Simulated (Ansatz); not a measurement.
Energy profile

The step: SiHCl₂F ([F][SiH]([Cl])[Cl]) + HCl + H₂O → SiCl₃F ([F][Si]([Cl])([Cl])[Cl]) + H₂O + H₂; bonds formed: Si1–Cl3, H2–H8, O9–H10; bonds broken: Si1–H2, Cl3–H10, H8–O9 (atoms numbered as in the saddle structure below).

```csv
atom,x (Å),y (Å),z (Å)
Si1,-0.4573,-0.7741,0.7107
H2,0.2524,-0.8692,-0.6826
Cl3,-1.6862,0.8115,-0.3940
Cl4,-1.9251,-0.8103,2.1749
Cl5,0.0200,-2.7975,0.8599
H6,1.4518,1.5755,-0.5952
F7,0.6839,0.1485,1.3766
H8,0.8150,0.1444,-1.0472
O9,0.9219,1.1795,-1.3056
H10,-0.0765,1.3920,-1.0973
```

Electronic energies by CCSD(T) at an estimated basis limit (MP2 extrapolated from triple and quadruple zeta, plus CCSD(T) − MP2 in triple zeta), on PBE0-D4/def2-TZVP structures; SiH4Cl3OF, closed shell; no counterpoise correction. Ansatz 0.2.0; basis: def2-TZVPP and def2-QZVPP; cores frozen in the correlated methods. Extrapolation: Hartree–Fock as exp(−7.88 √X), correlation as X^−2.97.

Problem. Give the profile in eV, counted from the separated reactants. (Judge from chemistry; the value comes from the calculation.)

Solution. Computed:
```json
{"point": "separated: SiHCl2F (linked as [F][SiH]([Cl])[Cl]; Si1, H2, Cl4, Cl5, F7; singlet) + HCl (Cl3, H10; singlet) + H2O (H6, H8, O9; singlet)", "eV": "0.000"}
{"point": "start structure", "eV": "-0.409"}
{"point": "saddle", "eV": "1.183"}
{"point": "end structure", "eV": "-0.871"}
{"point": "separated: SiCl3F (linked as [F][Si]([Cl])([Cl])[Cl]; Si1, Cl3, Cl4, Cl5, F7; singlet) + H2 (H2, H8; singlet) + H2O (H6, O9, H10; singlet)", "eV": "-0.739"}
```

T1 diagnostic: at most 0.011.

For scale, one of the runs: CCSD(T)/def2-TZVPP, 286 basis functions, launched by `ansatz run in.yaml --threads 8 --pin off --events-out ev --progress --plain --max-ram 19148MiB`. The run took 4 min on 8 CPU threads of an Arm Neoverse V2 (shared host), with 8.3 GiB of host memory at its peak.
